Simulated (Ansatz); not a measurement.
Geometry optimisation, RKS r2SCAN/cc-pVDZ in Ansatz 0.2.0.

The input (input.yaml):

```yaml
crystal:
  periodic: [false, false, false]
  atoms:
    - { symbol: B, position_ang: [0.0, 0.0, 0.0] }
    - { symbol: "N", position_ang: [0.0, 0.0, 1.9] }
    - { symbol: H, position_ang: [-0.877, -0.2713, 2.43] }
    - { symbol: H, position_ang: [0.877, 0.2713, 2.43] }
    - { symbol: "N", position_ang: [1.3423, 0.0, -0.775] }
    - { symbol: H, position_ang: [1.8089, -0.9179, -1.0268] }
    - { symbol: H, position_ang: [1.7937, 0.9179, -1.0532] }
    - { symbol: O, position_ang: [-1.2211, 0.0, -0.705] }
    - { symbol: H, position_ang: [-1.7308, -0.8467, -0.4965] }
    - { symbol: H, position_ang: [-0.1864, 1.4017, 0.4698] }
    - { symbol: H, position_ang: [-0.1534, 1.1538, 1.3606] }
basis:
  gaussian: { orbitals: cc-pVDZ }
hamiltonian:
  xc: r2scan
relax:
  f_tol: 0.15
  max_steps: 25
  restrain:
    - { distance: [0, 9], at: 1.19, k: 30.0 }
    - { distance: [10, 1], at: 1.06, k: 30.0 }
    - { distance: [0, 1], at: 2.75, k: 30.0 }
    - { distance: [10, 9], at: 1.86, k: 30.0 }
```

Command:

```bash
$ ansatz run input.yaml --threads 2 --pin off --max-ram 3072MiB --backend cpu --events-out ev --progress --plain --runs-dir out
```

Task: Where does it end, and by what steps?

Result: The forces met the threshold. The restraints hold the end off the free minimum. After 11 steps the energy has fallen by 3.917 eV (the restraints' own energy left out); H4 moved furthest, 0.89 Å.

```tsv
step	energy less start (eV)	largest force component (eV/Å)	accepted
0	0.0000	4.268	yes
1	-1.0408	4.888	yes
2	-2.0329	3.479	yes
3	-2.5791	2.327	yes
4	-3.1172	3.653	yes
5	-3.5756	2.095	yes
6	-3.8220	0.827	yes
7	-3.8916	0.588	yes
8	-3.9010	0.553	yes
9	-3.9096	0.714	yes
10	-3.8802	0.953	no
11	-3.9174	0.604	yes
```

```xyz
11
Properties=species:S:1:pos:R:3
B -0.051 0.494 -0.453
N 0.136 0.107 2.267
H -0.816 -0.252 2.393
H 0.460 0.332 3.214
N 1.128 0.056 -1.090
H 1.273 -0.898 -1.399
H 1.995 0.566 -0.981
O -1.228 -0.220 -0.425
H -1.138 -1.095 -0.831
H -0.083 1.590 0.029
H -0.023 1.028 1.810
```

Time of the run: 24 s on 2 threads of Arm Neoverse V2, on a shared host, peak memory 0.14 GiB.
